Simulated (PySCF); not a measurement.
Polarisability and C₆ of Bi⁺ (bismuth, charge +1)

[Xe] 4f14 5d10 6s2 6p2, high-spin 3P determinant. Calculation: PySCF 2.14, in ANO-RCC-VTZP (8s7p5d3f2g, 93 functions); the spin-free X2C one-electron Hamiltonian (Gaussian nucleus). Coupled (time-dependent) response in atomic units; α is the mean over directions. The basis has no added diffuse functions, which lowers α and C₆.

| method | mean α (bohr³) | α xx, yy, zz | C₆ (like pair) | S(−4) |
| --- | --- | --- | --- | --- |
| PBE0 | 23.72 | 20.43, 25.37, 25.37 | 225.6 | 120.4 |

S(−4) is the Cauchy moment in α(ω) = α(0) + S(−4) ω² + …

Spin-orbit coupling is absent.

α(iu) at PBE0:

| u (hartree) | α(iu) (bohr³) |
| --- | --- |
| 0 | 23.72 |
| 0.0500 | 23.43 |
| 0.100 | 22.60 |
| 0.200 | 19.94 |
| 0.300 | 16.93 |
| 0.500 | 11.95 |
| 0.750 | 8.159 |
| 1.00 | 6.000 |
| 1.50 | 3.772 |
| 2.00 | 2.651 |
| 3.00 | 1.540 |
| 5.00 | 0.7116 |

A single London oscillator, α(iu) = α/(1 + u²/ω²), gives C₆ = (3/4) ω α². Matching the computed C₆ needs ω = 4 × 225.6 / (3 × 23.72²) = 0.535 hartree.

For an ion, C₆ is the dispersion term alone; charge-induced terms of lower order in 1/R come first.

The components differ because the open shell of this determinant is not spherical; for a pure term their mean is the scalar polarisability.

Spin-orbit coupling is strong in this species (close to jj coupling), so the high-spin LS determinant is a model state, not a physical level.
